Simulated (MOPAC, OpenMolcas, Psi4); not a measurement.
**How methods differ on SiCl3O (SMILES [O][Si](Cl)(Cl)Cl)**

SiCl3O: 5 atoms, total charge 0, spin state doublet. As SMILES, `[O][Si](Cl)(Cl)Cl`. The shape is that of a PBE0-D4/def2-TZVP optimisation.

Each level gives the dipole moment (D). The values are calculated.

```json
{"level": "PM3", "kind": "semi-empirical", "program": "MOPAC", "value (D)": "0.43", "CPU time": "under 2 s"}
{"level": "UHF/def2-SVP", "kind": "Hartree–Fock", "program": "OpenMolcas", "value (D)": "0.72", "CPU time": "23 s"}
{"level": "USVWN5/def2-SVP", "kind": "LDA", "program": "OpenMolcas", "value (D)": "1.53", "CPU time": "29 s"}
{"level": "UBLYP/def2-SVP", "kind": "GGA", "program": "OpenMolcas", "value (D)": "1.34", "CPU time": "41 s"}
{"level": "UM06-L/def2-SVP", "kind": "meta-GGA", "program": "OpenMolcas", "value (D)": "0.92", "CPU time": "46 s"}
{"level": "UPBE0-D4/def2-SVP (density fitting)", "kind": "global hybrid", "program": "Psi4", "value (D)": "0.85", "CPU time": "13 s"}
```

The values span 0.43 to 1.53 D. Magnitudes only. CPU times are rough (shared hosts, several kinds of processor and program).
